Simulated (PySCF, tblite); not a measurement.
Isomers of C6H14N2Si, one GFN2-xTB conformer each. Single-point energies are computed at PBE0/pcSseg-1 (PySCF, gas phase, no added dispersion term), electronic only.

Problem. Rank them by PBE0/pcSseg-1 energy, lowest first (kJ/mol).
A. `[CH3:1][CH2:2][N:3]([CH3:4])[C@H:5]1[CH:6]=[N:7][SiH2:8][CH2:9]1` with C1–C2–N3–C4 -83°, C2–N3–C5–C6 -59°, N3–C5–C6–N7 141°, C6–N7–Si8–C9 -6°, N7–Si8–C9–C5 12°, N3–C5–C9–Si8 -139°
B. `[CH3:1][C:2]1=[N:3][N:4]([SiH:5]([CH3:6])[CH3:7])[CH2:8][CH2:9]1` with N3–N4–Si5–C6 -161°

Solution. B (0.0), A (81.5).

As drawn, the lower has an N–N linkage, which the higher lacks. GFN2-xTB itself gives, in the same order: 0.0, 18.1. Both levels put the same isomer lowest.

Problem. Which frontier levels, dipoles and rotational constants go with these structures?

Solution. 
```
                 SMILES  HOMO (eV, PBE0/pcSseg-1)  LUMO (eV)  dipole (D)       A, B, C (MHz)
   CC1=NN([SiH](C)C)CC1                     -5.58       0.67        2.01  2604, 851.3, 676.1
CCN(C)[C@H]1C=N[SiH2]C1                     -6.23      -0.39        2.58  2619, 854.8, 757.4
```

Problem. What happens when harmonic zero-point energies from GFN2-xTB frequencies are added?

Solution. 
```
                 SMILES  ZPE (kJ/mol)  electronic (kJ/mol)  with ZPE (kJ/mol)
   CC1=NN([SiH](C)C)CC1         500.5                  0.0                0.0
CCN(C)[C@H]1C=N[SiH2]C1         500.9                 81.5               81.8
```

The zero-point energies span 0.4 kJ/mol. The order is unchanged.
